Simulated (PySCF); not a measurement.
**Stationary points of TaO₂**

Method: B3LYP in PySCF with Ta def2-TZVP with ECP60, O def2-TZVP; scalar-relativistic core potentials, no spin–orbit coupling; density-fitted integrals.

Relaxations began from a few typed shapes; open shells are unrestricted. The search is not exhaustive: other isomers or separated fragments can lie lower, and high-lying points may rest on an excited occupation.

(1) Order these stationary points by electronic energy, lowest first, in kJ/mol from the lowest minimum.
A. doublet D∞h: Ta–O 1.812 Å (×2); O–Ta–O 180.0°
B. doublet C2v: Ta–O 1.731 Å (×2); O–Ta–O 105.8°

(2) Which of them are minima?

Answers

(1) B (0.0), A (298.2).

(2) By energy in kJ/mol, 0.0: minimum; 298.2: saddle point, 2 imaginary modes.

Formally Ta is in oxidation state +4, d1, with 1 unpaired electron. The Mulliken spin on Ta is 1.14. The polar-tensor charge on Ta, 1.50, is far below the formal one.

For the lowest minimum: open d and f shells are described by one determinant, and the ground state may have another occupation or spin. No spin–orbit coupling is included, which matters more the heavier the element.
